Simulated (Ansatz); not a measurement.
```yaml
crystal:
  periodic: [false, false, false]
  atoms:
    - {symbol: O, position_ang: [1.080789, -2.024002, 0.798190]}
    - {symbol: C, position_ang: [1.123070, -0.920104, 0.425051]}
    - {symbol: O, position_ang: [2.294597, -0.254353, 0.096999]}
    - {symbol: In, position_ang: [-0.667403, 0.325558, 0.000331]}
    - {symbol: O, position_ang: [-1.845513, 0.336992, -1.602122]}
    - {symbol: O, position_ang: [-1.363376, 1.642594, 1.329383]}
    - {symbol: H, position_ang: [2.955275, -0.880899, 0.246435]}
    - {symbol: H, position_ang: [-1.556693, -0.353629, -2.249643]}
    - {symbol: H, position_ang: [-2.214442, 1.979710, 1.021073]}
basis:
  gaussian: {orbitals: STO-3G, fitting: {mean_field: cc-pVTZ-jkfit}}
hamiltonian: {xc: {name: SVWN5}, pseudopotentials: {relativity: scalar}}
output: {forces: true}
```

```sh
$ ansatz run in.yaml --threads 4 --pin off --events-out ev --progress --plain --max-ram 10444MiB
```

How does Ansatz answer? (An estimate is asked.)

The calculation gave: The input was rejected before any iteration.
```
Functional definition: SVWN5
Error: <dir> the basis set cc-pVTZ-JKFIT has no functions for In
```
